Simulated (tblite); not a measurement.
Species: C8H16Si.
SMILES with atom numbers: `[CH2:1]1[CH2:2][CH2:3][CH:4]([C@@H:5]2[CH2:6][CH2:7][SiH2:8]2)[CH2:9]1` (hydrogens: H10, H11 on C1; H12, H13 on C2; H14, H15 on C3; H16 on C4; H17 on C5; H18, H19 on C6; H20, H21 on C7; H22, H23 on Si8; H24, H25 on C9)

Cartesian coordinates in Å at the GFN2-xTB level; atoms count from 1:
```
atom  x, y, z in Å
C1    -2.6620    0.7430    0.0132
C2    -2.4705   -0.7695    0.0086
C3    -1.2342   -0.9532    0.8842
C4    -0.3161    0.2357    0.5317
C5     0.8225   -0.1759   -0.3932
C6     1.8995   -1.0864    0.2412
C7     3.1757   -0.3751   -0.2531
Si8    2.1568    1.1235   -0.8558
C9    -1.2366    1.2775   -0.1395
H10   -3.0821    1.0561    0.9707
H11   -3.3230    1.0892   -0.7806
H12   -2.2673   -1.1136   -1.0070
H13   -3.3380   -1.3087    0.3876
H14   -1.5224   -0.9057    1.9360
H15   -0.7418   -1.9095    0.7136
H16    0.1178    0.6500    1.4465
H17    0.3885   -0.6618   -1.2710
H18    1.8331   -1.0611    1.3287
H19    1.8361   -2.1279   -0.0748
H20    3.6641   -0.9283   -1.0530
H21    3.9168   -0.2131    0.5260
H22    2.2806    1.5117   -2.2614
H23    2.1956    2.3039    0.0080
H24   -1.1218    2.2672    0.3008
H25   -0.9822    1.3562   -1.1981
```

Calculated harmonic vibrations of the isolated species, GFN2-xTB (tblite), most abundant isotopes, no scaling. The method is semi-empirical: single wavenumbers can be off by several per cent or more. Modes of hydrogen on silicon can be 10 to 20 % off. One conformer, not necessarily the lowest.

Harmonic wavenumbers (cm⁻¹): 31.3, 60.2, 71.6, 133.4, 238.6, 277.0, 312.1, 383.9, 441.6, 469.2, 540.2, 558.3, 617.4, 644.6, 698.3, 726.3, 757.2, 785.7, 848.3, 870.1, 885.4, 909.1, 954.5, 981.1, 990.2, 993.4, 1032.0, 1054.3, 1072.3, 1083.5, 1098.1, 1131.1, 1152.5, 1169.8, 1182.0, 1206.2, 1212.2, 1226.5, 1228.5, 1257.0, 1284.0, 1288.5, 1300.7, 1315.0, 1323.1, 1324.4, 1353.6, 1474.4, 1488.8, 1489.0, 1496.5, 1500.3, 1507.8, 2252.7, 2262.7, 2932.3, 2938.9, 2967.7, 2971.3, 2975.1, 2977.6, 2990.6, 2994.4, 3000.2, 3002.6, 3003.7, 3007.3, 3011.1, 3013.8.

A = 2967, B = 817.6, C = 690.9 MHz; mass 140.102 u (most abundant isotopes); point group C1, symmetry number 1.

Q: What is the zero-point energy?

A: ½Σν̃ = 47867 cm⁻¹ = 572.61 kJ/mol.

Q: Entropy at 500 K, 1 bar (ideal gas, RRHO, classical rotation)?

A: Translation 181.24, rotation 130.46, vibration 222.72: S = 534.4 J/(mol K).

Q: And Cp and H(500 K) − H(0)?

A: Cp = 284.93 J/(mol K), of which vibrations give 251.68 (their classical limit is 69 R = 573.7); H(500 K) − H(0) = 75.38 kJ/mol without the zero-point energy, 58.75 from vibrations.

Q: Blend soft modes into free rotors: weight 1/[1 + (100 cm⁻¹/ν̃)⁴] for the oscillator and the rest for a rotor with moment μB/(μ + B), μ = h/(8π²ν), B = 10⁻⁴⁴ kg m². What vibrational entropy results?

A: 201.89 J/(mol K) in place of 222.72, which changes −T·S at 500 K by +10.41 kJ/mol.

Q: How do the functions run with temperature in this model?

A: 
```
 T (K)  S (J/(mol K))  Cp (J/(mol K))  H − H(0) (kJ/mol)  G − H(0) (kJ/mol)  ln q(vib)
   150          331.8            92.7               9.64             -40.13       3.50
   250          390.2           142.8              21.28             -76.26       5.97
298.15          417.8           171.5              28.84             -95.71       7.19
   400          476.8           232.3              49.44            -141.26       9.88
   600          590.4           328.7             106.13            -248.09      15.51
   900          742.7           421.0             219.77            -448.65      24.11
```

q(vib) and H(0) count from the zero-point level.

Q: What must be added to the electronic energy to get the Gibbs energy at 500 K and 1 bar?

A: ZPE + [H(500 K) − H(0)] − T·S = 572.61 + 75.38 − 267.21 = 380.78 kJ/mol.

Hindered rotation and anharmonicity are outside this model. Other conformers, if any are populated, would add a mixing term that is left out. The structure is chiral; the term R ln 2 for an equal mix with its mirror image is left out.

On one thread of an Arm Neoverse N1, shared host, this took 2.2 s of wall time. The figure is for the frequency step alone.
